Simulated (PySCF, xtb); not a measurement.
In(F)(Et)(OH) (C2H6FInO), SMILES C[CH2][In]([OH])[F]. One conformer was computed; it need not be the lowest.

Harmonic wavenumbers (cm⁻¹) from GFN2-xTB run with xtb at its own minimum, in rising order: 29, 53, 79, 111, 183, 205, 228, 333, 384, 435, 625, 654, 907, 963, 1073, 1136, 1196, 1393, 1425, 1471, 1472, 2982, 2993, 2998, 3004, 3011, 3650.

Problem. What does PBE-D3(BJ)/def2-SVP in PySCF give at its own minimum? (The exact figures need the calculation; the answer reports its results.)

Solution. 15, 64, 106, 143, 225, 233, 275, 452, 572, 578, 626, 798, 916, 938, 1031, 1138, 1198, 1347, 1390, 1421, 1425, 2960, 3002, 3037, 3051, 3070, 3702. Paired by order, the mean absolute difference is 47 cm⁻¹ and the zero-point energies are 47.2 and 48.2 kcal/mol.
